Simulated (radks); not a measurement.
Values are calculated unless marked as measured or tabulated.
How relativity changes the ionisation of the magnesium ion Mg+ ([Ne] 3s1) to Mg2+ ([Ne]). Spin-unpolarised spherical Kohn-Sham, PBE, point nucleus unless stated (finite: rms radius 3.057 fm), a radial shooting solver on a logarithmic mesh with Libxc functionals. A level marked "c x" has the speed of light scaled by that factor.

[
 {"level": "non-rel.", "E(Mg+) (hartree)": "-199.66301", "E(Mg2+) (hartree)": "-199.11174", "IE (eV)": "15.001", "HOMO": "3s", "<r> HOMO (bohr)": "2.798"},
 {"level": "scalar-rel.", "E(Mg+) (hartree)": "-199.98731", "E(Mg2+) (hartree)": "-199.43515", "IE (eV)": "15.025", "HOMO": "3s", "<r> HOMO (bohr)": "2.794"},
 {"level": "scalar-rel., finite nucleus", "E(Mg+) (hartree)": "-199.98721", "E(Mg2+) (hartree)": "-199.43505", "IE (eV)": "15.025", "HOMO": "3s", "<r> HOMO (bohr)": "2.794"},
 {"level": "Dirac", "E(Mg+) (hartree)": "-199.98743", "E(Mg2+) (hartree)": "-199.43527", "IE (eV)": "15.025", "HOMO": "3s1/2", "<r> HOMO (bohr)": "2.794"},
 {"level": "Dirac, finite nucleus", "E(Mg+) (hartree)": "-199.98734", "E(Mg2+) (hartree)": "-199.43518", "IE (eV)": "15.025", "HOMO": "3s1/2", "<r> HOMO (bohr)": "2.794"},
 {"level": "Dirac, c x 0.75", "E(Mg+) (hartree)": "-200.24149", "E(Mg2+) (hartree)": "-199.68863", "IE (eV)": "15.044", "HOMO": "3s1/2", "<r> HOMO (bohr)": "2.790"},
 {"level": "Dirac, c x 0.85", "E(Mg+) (hartree)": "-200.11270", "E(Mg2+) (hartree)": "-199.56020", "IE (eV)": "15.034", "HOMO": "3s1/2", "<r> HOMO (bohr)": "2.792"},
 {"level": "Dirac, c x 1.5", "E(Mg+) (hartree)": "-199.80689", "E(Mg2+) (hartree)": "-199.25523", "IE (eV)": "15.012", "HOMO": "3s1/2", "<r> HOMO (bohr)": "2.796"}
]

NIST Atomic Spectra Database: 15.035 eV (measured). The relativistic part of the total energy of Mg+ is -0.3243 hartree (Dirac, finite nucleus), 0.16 % of the non-relativistic value. Spin polarisation and multiplet splitting of open shells are left out at every level.

Beside tabulated values, note that spin-unpolarised runs miss the spin-polarisation part of the exchange energy of open shells.
